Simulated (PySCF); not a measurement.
Harmonic spectrum computed at PBE0 in the def2-TZVP basis family (core potentials from Rb on, PySCF, no spin–orbit coupling):

| ω (cm⁻¹) | IR (km/mol) |
| --- | --- |
| 83 | 10.1 |
| 173 | 19.9 |
| 248 | 2.9 |
| 390 | 28.6 |
| 402 | 91.4 |
| 1098 | 87.0 |

Task: Which molecule gave it? In each, all ligands are bound to the one heavy central atom.
A. TaNCl₂ (singlet)
B. MoNCl₂ (doublet)
C. WNCl₂ (doublet)
D. RuNCl₂ (doublet)

Result: A. It has Cs symmetry with Ta–Cl 2.305 Å (×2), Ta–N 1.680 Å.
